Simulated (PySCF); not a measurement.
## Correlation energy of Tb³⁷⁺ (terbium, charge +37)

Starting occupation: [Ar] 3d10. All numbers are calculated (PySCF 2.14, X2C-1e with screened-nucleus spin-orbit coupling, Gaussian nucleus, in an even-tempered Gaussian basis (18 s from 2.5 bohr⁻², ratio 2.6; 15 p from 3.3 bohr⁻², ratio 2.6; 10 d from 3.3 bohr⁻², ratio 2.6; 6 f from 3.3 bohr⁻², ratio 2.8)). Frozen: [Ar]; 10 electrons correlated; the 98 highest virtual spinors left out.

MP2 pair energies summed by pair of shells (mhartree):

| pair | energy | share (%) |
| --- | --- | --- |
| 3d3/2-3d5/2 | -188.06 | 49.7 |
| 3d5/2-3d5/2 | -132.91 | 35.1 |
| 3d3/2-3d3/2 | -57.36 | 15.2 |

Total MP2 correlation energy: -378.33 mhartree.

The virtual space was cut to 70 spinors, which keep -373.68 of the -378.33 mhartree of MP2 correlation.

```
  level  correlation energy (mhartree)
   CCSD                        -369.49
    (T)                          -0.22
CCSD(T)                        -369.71
```

Diagnostics: T1 = 6.7e-05, largest double amplitude 0.004.

Is a single reference adequate?

Yes: T1 lies below 0.03 and no double amplitude reaches 0.07.

At this charge the one-electron X2C treatment keeps the bare 1/r₁₂, with no two-electron picture change or Breit term. The effect here is smaller than on the frozen 1s shell.
